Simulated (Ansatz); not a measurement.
Geometry optimisation, RKS BHLYP-D4/def2-SVP in Ansatz 0.2.0.

Input:

```yaml
crystal:
  periodic: [false, false, false]
  atoms:
    - { symbol: Si, position_ang: [-0.9421, 1.9417, -0.7781] }
    - { symbol: B, position_ang: [-0.7039, 0.5245, 0.4574] }
    - { symbol: C, position_ang: [0.7215, -0.0616, 0.6817] }
    - { symbol: Sn, position_ang: [0.8551, -2.1161, 0.1157] }
    - { symbol: H, position_ang: [-1.54277, 1.32324, 0.29244] }
    - { symbol: H, position_ang: [-1.5749, 3.1467, -0.0763] }
    - { symbol: H, position_ang: [0.3173, 2.3879, -1.3875] }
    - { symbol: H, position_ang: [-1.5832, 0.0831, 1.0288] }
    - { symbol: H, position_ang: [1.0196, 0.0399, 1.8124] }
    - { symbol: H, position_ang: [1.5041, 0.4934, 0.1157] }
    - { symbol: H, position_ang: [0.3552, -2.254, -1.5552] }
    - { symbol: H, position_ang: [-0.3707, -2.9997, 1.0938] }
    - { symbol: H, position_ang: [2.3317, -2.7585, 0.3718] }
basis:
  gaussian: { orbitals: def2-SVP }
hamiltonian:
  xc: { name: BHLYP }
  dispersion: d4
relax:
  f_tol: 0.02
  max_steps: 50
```

Run as:

```bash
$ ansatz run input.yaml --threads 2 --pin off --max-ram 3072MiB --backend cpu --events-out ev --progress --plain --runs-dir out
```

Where does it end, and by what steps?

The run converged. After 29 steps the energy has fallen by 4.503 eV; H6 moved furthest, 2.10 Å. Parted: B2–H5.

```csv
step,energy less start (eV),largest force component (eV/Å),accepted
0,0.0000,4.958,yes
2,-2.2756,1.291,yes
4,-3.1647,0.799,yes
6,-3.6206,0.634,yes
8,-3.7448,0.489,yes
10,-3.8132,0.378,yes
12,-3.9838,0.652,yes
14,-4.2824,0.575,yes
16,-4.4098,0.474,yes
18,-4.4715,0.149,yes
20,-4.4918,0.199,yes
22,-4.4975,0.064,yes
24,-4.5008,0.103,yes
26,-4.5028,0.027,yes
28,-4.5034,0.022,yes
29,-4.5034,0.009,yes
```

```xyz
13
Properties=species:S:1:pos:R:3
Si -0.782 1.888 -0.468
B -0.513 0.498 0.976
C 0.817 -0.201 1.204
Sn 0.573 -1.926 -0.160
H -1.111 3.203 0.147
H -1.906 1.533 -1.375
H 0.431 2.078 -1.311
H -1.467 0.159 1.627
H 0.986 -0.681 2.170
H 1.725 0.277 0.828
H 0.052 -1.418 -1.701
H -0.539 -3.031 0.505
H 2.121 -2.627 -0.270
```

Run time: 2.3 min on 2 threads of Arm Neoverse V1, with other jobs on the host, peak memory 0.29 GiB.
